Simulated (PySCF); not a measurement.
## Relaxation of quartet CoF₄

Level of theory: UPBE/[Co def2-SVP, F def2-SVP], no relativity, density fitting, PySCF. A (50,194) grid was used.

A hand-made see-saw start, of C2v symmetry, held to at least that symmetry:

```xyz
5
charge 0 multiplicity 4, angstrom
Co    0.0000    0.0000   -0.3464
F     0.0000    1.7433   -0.1939
F     0.0000   -1.7433   -0.1939
F     1.3790    0.0000    0.7310
F    -1.3790    0.0000    0.7310
```

Question: What forces act on the atoms at the start (eV/Å)?

Answer: 
```csv
atom,Fx,Fy,Fz
Co1,0.00,-0.01,3.20
F2,0.00,-0.53,-1.40
F3,0.00,0.53,-1.40
F4,1.23,0.00,-0.20
F5,-1.23,0.00,-0.20
```

Question: What does it relax to?

Answer: It ends at D2d with Co–F 1.724 Å (×4); F–Co–F 93.8° (×4), F–Co–F 150.4° (×2) (after a last refinement on a finer grid). A frequency run shows a minimum.

Question: How much energy is released, and in how many steps?

Answer: 134.8 kJ/mol in 10 steps.

Other spin states or occupations of the open shell can lie lower. At this level a sextet minimum of Td symmetry lies 29 kJ/mol below this structure.

The relaxation took roughly 90 core-seconds on a shared host.
